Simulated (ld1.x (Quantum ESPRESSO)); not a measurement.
Results of a calculation; reference values are marked as such.
# Potentials for Al compared

Generated with ld1.x 7.5 (TM, RRKJ, ultrasoft, PAW), atompaw 4.2 or ONCVPSP 4.0.1. The cutoff is in Ry: for ld1.x and atompaw files where the sum of valence levels is converged to 10 mRy in a Bessel basis, for ONCV files where the hardest occupied wave has 1 mHa per electron of residual kinetic energy. The error is the largest all-electron minus pseudo excitation energy over each file’s own four to seven test configurations (ionisations up to +4, promotions, holes and added fractions of an electron), all of which were solved. The labels leave out finer settings (local radius, basis sizes, second energies), which also bear on the numbers. Spin-polarised tests are not counted. The rows are a selection from randomly drawn settings: files with unsolved tests, undetermined cutoffs or missed reference levels are left out.

```tsv
potential	cutoff (Ry)	largest error (meV)	bound ghosts
RRKJ, PBE, scalar-relativistic, rc 1.95/2.90 (sp), local s, core correction yes, reference 3s2 3p1	10	+31	none
TM semilocal, PBE, non-relativistic, rc 1.95/2.20/2.00 (spd), local s, core correction yes, reference 3s2 3p1	10	+16	none
TM, LDA (PZ), scalar-relativistic, rc 1.70/2.75 (sp), local smoothed, core correction yes, reference 3s1 3p2	8	+13	none
```

**Question.** Fill in the row for Al: PAW, PBE, scalar-relativistic, rc 2.35/2.95/2.75 (spd), local smoothed, core correction yes, reference 3s1.5 3p1.5.

**Answer.** cutoff 6 Ry, largest error -14 meV, bound ghosts: none.

**Question.** Fill in the row for Al: TM semilocal, PBE, scalar-relativistic, rc 2.30/2.75/2.90 (spd), local p, core correction yes, reference 3s1 3p2.

**Answer.** cutoff 8 Ry, largest error +15 meV, bound ghosts: none.

**Question.** Fill in the row for Al: TM, PBE, scalar-relativistic, rc 2.00/2.00/2.00 (spd), local s, core correction yes, reference 3s2 3p1.

**Answer.** cutoff 10 Ry, largest error +22 meV, bound ghosts: none.
